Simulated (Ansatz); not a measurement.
InNH2Cl (SMILES [NH2][In][Cl]): the energy, rung by rung

InNH2Cl: 5 atoms, total charge 0, spin state doublet. As SMILES, `[NH2][In][Cl]`. The shape was relaxed beforehand at PBE0/def2-SVP. This is one conformer, not always the lowest.

Each level gives the adiabatic electron affinity (to the singlet anion, shapes relaxed at PBE0/def2-SVP, no zero-point term) (eV). The values are calculated.

The electron affinity is E(neutral) − E(anion): positive where the electron is bound.

```csv
level,kind,program,value (eV),less CCSD(T)/def2-TZVP,CPU time (all runs)
UBLYP/def2-TZVP (core potential),GGA,Ansatz,2.27,-0.06,10 s
UPBE/def2-TZVP (core potential),GGA,Ansatz,2.27,-0.06,9 s
U-r2SCAN/def2-TZVP (core potential),meta-GGA,Ansatz,2.28,-0.05,20 s
U-wB97M-V/def2-TZVP (core potential),range-separated hybrid,Ansatz,2.41,+0.08,41 s
UCAM-B3LYP/def2-TZVP (core potential),range-separated hybrid,Ansatz,2.47,+0.14,19 s
UB2PLYP/def2-TZVP (core potential),double hybrid,Ansatz,2.38,+0.05,25 s
RPA@PBE/def2-TZVP (core potential),RPA,Ansatz,2.49,+0.16,21 s
UCCSD(T)/def2-TZVP (core potential),coupled cluster or CI,Ansatz,2.33,0.00,2.5 min
```

UCCSD(T)/def2-TZVP (core potential) is the highest level here, not the true value. Spin-orbit coupling is left out. Sets without diffuse functions describe the anion poorly, and affinities from them come out too low, at high levels too. The values span 2.27 to 2.49 eV. In the correlated wave-function rows the outer d shell of In is correlated, in sets not made for it. Times are those of the runs behind each value, whatever else they computed, on shared processors of several kinds: orders of magnitude only.
